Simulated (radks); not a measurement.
Task: Coulomb parameter of the 4f shell of the ytterbium ion Yb+ in the model configuration [Xe] 4f12 6s1 6p2, as a second difference U = [E(n + 0.25) + E(n - 0.25) - 2 E(n)] / (0.25)^2 with all orbitals relaxed. "Bare": the charge of the atom changes with n. "Screened": the 6p shell takes up the change at fixed total charge, which measures U(4f,4f) + U(6p,6p) - 2 U(4f,6p). Calculated with a radial shooting solver on a logarithmic mesh with Libxc functionals: scalar-relativistic Kohn-Sham, PBEsol, spin-unpolarised, spherical densities, point nucleus. Estimate both.

Result: U(bare) = 18.891 eV, U(screened by 6p) = 10.768 eV, against the Slater integral F0(4f,4f) = 36.076 eV with frozen orbitals.
